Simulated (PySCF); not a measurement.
Molecule: C$_{3}$H$_{8}$BO, charge 0, multiplicity 2. It need not be the lowest isomer of its formula. SMILES: CB(C)O[CH2]
Coordinates optimised at B3LYP-D3(BJ)/def2-TZVP (Ansatz):
```xyz
13

B     -0.4122     0.1448    -0.0023
C     -1.4050     1.3324    -0.2456
C     -0.8755    -1.2903     0.4483
O      0.9249     0.4230    -0.2070
C      1.9421    -0.4492    -0.0553
H     -2.1435     1.0623    -1.0087
H     -0.9109     2.2543    -0.5536
H     -1.9865     1.5357     0.6605
H     -0.4142    -1.5777     1.3995
H     -0.5720    -2.0532    -0.2771
H     -1.9566    -1.3594     0.5696
H      1.7495    -1.4660     0.2511
H      2.9266    -0.0615    -0.2579
```
Charge 0, spin multiplicity 2.

Dispersion corrections to the total energy (kcal/mol) from the dftd3 and dftd4 libraries through PySCF: D3(BJ) without and D4 with the three-body term, each with the damping fitted for the functional named.

```csv
functional,D3(BJ),D4
TPSS,-6.54,-6.81
TPSSh,-5.98,-6.20
revPBE,-13.46,-17.07
PBE,-5.27,-5.04
B2PLYP,[?],-3.53
PBE0,[?],-4.23
PW6B95,[?],-4.31
```

Question: What belongs in the gaps?

Answer: 
- B2PLYP, D3(BJ): -4.00
- PBE0, D3(BJ): -4.49
- PW6B95, D3(BJ): -2.47
